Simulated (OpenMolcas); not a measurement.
**Gd3+: moving the ligands**

Gd3+ with 6 ligands (chloride) in trigonal antiprismatic coordination (D3d) at 2.7 Å, a polar angle of 59.7° against the regular 54.74°. A charge of +0.5 e stands 3.2 Å behind each ligand. Ligand basis ANO-RCC-VDZP.

- Program: OpenMolcas
- Method: CASSCF
- Basis: ANO-RCC-VTZP [8s7p5d3f2g1h]
- Scalar Hamiltonian: DKH2, point nucleus
- Active space: 7 electrons in 7 orbitals (4f)
- State averaging: 2S+1 = 8 odd, 1 root; 2S+1 = 6 odd, 16 roots kept (CI in the orbitals of an earlier block)
- Spin-orbit coupling: RASSI with atomic mean-field integrals over the reference wave functions

Runs around this geometry, states (labels of D3, the rotations of D3d). Energies in cm-1 above the lowest state or level, χT in cm3 K/mol.

```json
{"R (Å)": "2.53", "Ground state": "8A1", "χT at 300 K": "7.851"}
{"R (Å)": "2.7", "Ground state": "8A1", "χT at 300 K": "7.852"}
{"R (Å)": "2.85", "Ground state": "8A1", "χT at 300 K": "7.852"}
```

No quartet enters the spin-orbit mixing, so the splitting and order within the octet and the sextets are unsound, and g values and χT are rough. No measured value stands beside these numbers; the geometry was imposed, not optimised, and the real ion may take another.
